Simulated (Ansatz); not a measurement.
Cost and result for the atomization energy of `CC1OB1N` (11 atoms, 11 bonds).

```xyz
11

C    -1.0760   -1.1263    0.6669
C    -0.3710    0.1951    0.6804
O     1.1152    0.1110    0.8949
B     0.7076    0.6147   -0.2879
N     1.2666    1.0955   -1.4599
H    -2.1086   -0.9890    0.3328
H    -0.5938   -1.8320   -0.0121
H    -1.1045   -1.5735    1.6650
H    -0.8117    0.9309    1.3526
H     2.2606    1.1453   -1.6035
H     0.7156    1.4283   -2.2291
```

Total charge 0; spin multiplicity 1. The geometry is a stationary point of PBE0-D4/def2-TZVP. It is one conformer, not always the lowest. Program: Ansatz. All runs use 4 threads of an Intel Xeon 6975P-C on a shared host. Times are those of one run each, without the atoms' runs, and a repeat can differ threefold. Electronic energies, without spin–orbit coupling; frozen cores. CCSD(T)/CBS adds CCSD(T) − MP2 in def2-TZVPP to the MP2 limit, and its time is that of the two runs behind it. T1 = 0.013. B3LYP takes the VWN-RPA correlation (the form of Gaussian; ORCA's B3LYP/G).

CCSD(T)/CBS is a level of theory with its own doubt, some kJ/mol a heavy atom from the limit and from the frozen cores, so smaller differences don't rank the functionals.

| level | functions | wall time | atomization (kcal/mol) | difference from CCSD(T)/CBS | per bond |
| --- | --- | --- | --- | --- | --- |
| PBE-D4/def2-TZVPP (with forces) | 239 | 1.1 s | 1105.3 | 36.3 | 3.3 |
| PBE0-D4/def2-TZVPP | 239 | 1.1 s | 1080.9 | 11.9 | 1.1 |
| r2SCAN-D4/def2-TZVPP (with forces) | 239 | 1.6 s | 1077.5 | 8.5 | 0.8 |
| B3LYP-D4/def2-TZVPP (with forces) | 239 | 1.8 s | 1076.1 | 7.1 | 0.6 |
| B2PLYP/def2-TZVPP | 239 | 2.1 s | 1065.1 | -3.9 | -0.4 |
| ωB97X-V/def2-TZVPP | 239 | 2.8 s | 1075.5 | 6.5 | 0.6 |
| ωB97M-V/def2-TZVPP (with forces) | 239 | 3.8 s | 1078.6 | 9.6 | 0.9 |
| MP2/def2-QZVPP | 465 | 9.5 s | 1081.4 | 12.4 | 1.1 |
| CCSD(T)/def2-TZVPP | 239 | 27 s | 1041.2 | -27.8 | -2.5 |
| CCSD(T)/CBS(def2) | – | 37 s | 1069.0 | 0.0 | 0.0 |

In def2-TZVPP, CCSD(T) changes the Hartree–Fock value by +270.3 kcal/mol (the triples alone add +17.0 kcal/mol) and MP2 by +294.0 kcal/mol; breaking electron pairs costs correlation energy, which Hartree–Fock lacks. From PBE to PBE0 (25 % exact exchange), in def2-TZVPP and without D4, the atomization energy moves by −23.8 kcal/mol: exact exchange takes away binding that semilocal exchange gives to molecules. The D4 term adds +6.4 kcal/mol with B3LYP and +3.4 kcal/mol with PBE0; it sums over pairs of atoms, weighted by their polarisabilities, and B3LYP, whose exchange is more repulsive, gets the larger term.
